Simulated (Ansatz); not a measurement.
C2H6AlCl, triplet, at a GFN2-xTB geometry (such geometries of metal compounds can be far from the true shape) (a higher spin typed on purpose: for a closed-shell molecule this is an excited state); CAM-B3LYP/def2-TZVP in Ansatz (a quantum-chemistry and plane-wave program).

Input for Ansatz:
Ansatz 0.2 input:
```yaml
crystal:
  periodic: [false, false, false]
  atoms:
    - {symbol: Al, position_ang: [0.27124112, 0.58615795, 0.37960008]}
    - {symbol: C, position_ang: [1.86787064, -0.78580438, -0.09423932]}
    - {symbol: H, position_ang: [1.50074856, -1.73997665, -0.45832241]}
    - {symbol: H, position_ang: [2.52835634, -0.91152303, 0.75481727]}
    - {symbol: H, position_ang: [2.36361712, -0.24113003, -0.89325914]}
    - {symbol: C, position_ang: [-0.27691568, -0.98774869, 1.75013729]}
    - {symbol: H, position_ang: [-0.47945400, -1.92642443, 1.24452288]}
    - {symbol: H, position_ang: [-1.19293851, -0.57600077, 2.16514718]}
    - {symbol: H, position_ang: [0.47678327, -1.10469076, 2.51903656]}
    - {symbol: Cl, position_ang: [-1.07464571, 0.56005945, -1.18836066]}
basis:
  gaussian:
    orbitals: def2-TZVP
    final_grid: {core_spheres: 6, valence_spheres: 12, degree: 29}
hamiltonian:
  xc: cam_b3lyp
magnetization: {spin_polarized: true, initial_magnetization: 2}
```

Task: Predict the main parts of the log of this Ansatz run.

Result: 
```
Functional definition: CAM-B3LYP
1146 factors; their error is unknown
320 factors; integrals over basis functions are off by at most 1.5e-5 eV
mean field evaluation 1: about -21283.8792 eV, gradient 3.8e1 eV
mean field evaluation 2: about -21284.7842 eV, gradient 3.5e1 eV
mean field evaluation 4: about -21291.0124 eV, gradient 1.6e0 eV
mean field evaluation 8: about -21291.0337 eV, gradient 4.5e-2 eV
mean field evaluation 16: about -21291.0551 eV, gradient 6.8e-5 eV
mean field -21291.05513097 eV, -782.4318444677 hartree, gradient 6.1e-5 eV, S^2 2.010946; 0 other end points of the search recorded, 0 dependent functions left out
reference -21291.05526298 eV, -782.4318493190 hartree; 25, 23 occupied and 147, 149 virtual orbitals, 1146 factors
Total energy: -21291.05526298 eV, -782.4318493190 hartree
```
